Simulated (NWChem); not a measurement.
# CH3Mg cation; SMILES [Mg+][CH3]

```xyz
5

Mg     0.0000     0.0000    -0.9494
C      0.0000     0.0000     1.1488
H      0.7405     0.7405     1.4581
H      0.2710    -1.0115     1.4581
H     -1.0115     0.2710     1.4581
```
Atoms are numbered in this order, from 1.

Coordinates come from a B3LYP/6-31G* (spherical d) optimisation.

 Unshifted, non-relativistic core excitations; the lowest 4 roots alone, so stronger bands may lie above.

Question: List the first C K-edge excitations from B3LYP/6-311G** (spherical d), restricted-window TDA (NWChem).

Answer: 
```csv
state,energy (eV),dipole oscillator strength,leading excitation (squared amplitude)
S1,271.4,0.0248,1s of atom 2 or its equivalents → LUMO (0.99)
S2,274.8,0.0013,1s of atom 2 or its equivalents → LUMO+1 (1.00)
S3,274.8,0.0013,1s of atom 2 or its equivalents → LUMO+2 (1.00)
S4,276.6,0.0016,1s of atom 2 or its equivalents → LUMO+3 (0.99)
```
